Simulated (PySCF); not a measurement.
Correlation energy of Cl²⁺ (chlorine, charge +2)

[Ne] 3s2 3p3, high-spin 4S determinant. All numbers are calculated (PySCF 2.14, scalar relativity by spin-free X2C-1e, in dyall-av3z). Frozen: [Ne]; 5 electrons correlated; the 26 highest virtual orbitals of each spin left out.

MP2 pair energies summed by pair of shells (mhartree):

| pair | energy | share (%) |
| --- | --- | --- |
| 3s-3p | -65.18 | 66.5 |
| 3p-3p | -22.38 | 22.8 |
| 3s-3s | -10.52 | 10.7 |

Total MP2 correlation energy: -98.08 mhartree.

Same-spin part -26.03 and opposite-spin part -72.05 mhartree; SCS-MP2 scales them by 1/3 and 6/5 to -95.13 mhartree.
